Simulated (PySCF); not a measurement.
```xyz
6

C     -0.9588    -0.1126     0.0291
Ge     0.7899     0.0928    -0.0239
H     -1.6309     0.7064    -0.1793
H     -1.4093    -1.0634     0.2716
H      1.7587    -1.0432     0.2650
H      1.4504     1.4200    -0.3626
```

Charge 0, multiplicity 1.

### Question
Give the Mulliken and meta-Löwdin atomic charges from CAM-B3LYP-D3(BJ)/def2-TZVP in PySCF.

### Answer

```csv
atom,Mulliken (e),meta-Löwdin (e)
C1,-0.38,-0.55
Ge2,0.07,0.35
H3,0.14,0.14
H4,0.14,0.14
H5,0.01,-0.04
H6,0.01,-0.04
```
